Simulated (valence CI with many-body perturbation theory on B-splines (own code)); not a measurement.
Values are calculated unless marked as measured or tabulated.
## Assign the levels of Mn XX

Level of theory: valence CI with perturbative core correlation (CI+MBPT): four valence electrons over a frozen Dirac-Fock core [He], radial functions for each j: 11 s, 11 p, 9 d, 7 f, 5 g, 2 h, 1 i, with the one-electron correlation potential Σ1 (screened to all orders), the two-electron term Σ2, the three-electron term Σ3, Breit, model QED; selected single and double excitations, second order for the rest (own B-spline code, finite nucleus).

No measured levels were compared; by estimate levels of excited configurations hold to 0.05 to 0.15 % of their energy, terms of the ground configuration to about 0.5 %.

| No. | J | Parity | E (cm⁻¹) | g |
| --- | --- | --- | --- | --- |
| 2 | 1 | even | 59728 | 1.498 |
| 3 | 2 | even | 98836 | 1.396 |
| 4 | 2 | even | 212520 | 1.098 |
| 6 | 2 | odd | 443060 | 1.984 |
| 7 | 2 | odd | 722780 | 1.218 |
| 8 | 1 | odd | 723290 | 0.618 |
| 9 | 3 | odd | 742990 | 1.330 |
| 11 | 1 | odd | 857110 | 1.403 |
| 12 | 2 | odd | 870940 | 1.427 |
| 13 | 1 | odd | 1026100 | 1.833 |
| 14 | 2 | odd | 1049300 | 1.027 |
| 15 | 1 | odd | 1173200 | 1.134 |
| 16 | 2 | even | 1546100 | 1.452 |
| 17 | 1 | even | 1624000 | 1.498 |

Energies count from the lowest level. Strongly mixed levels and levels close to another of their J and parity, and those with J = 0 are left out, so the numbers can have gaps.

Question: Give configuration and LS term of each level.

Answer: 2: 2s2 2p2 3P; 3: 2s2 2p2 3P; 4: 2s2 2p2 1D; 6: 2s 2p3 5S°; 7: 2s 2p3 3D°; 8: 2s 2p3 3D°; 9: 2s 2p3 3D°; 11: 2s 2p3 3P°; 12: 2s 2p3 3P°; 13: 2s 2p3 3S°; 14: 2s 2p3 1D°; 15: 2s 2p3 1P°; 16: 2p4 3P; 17: 2p4 3P.
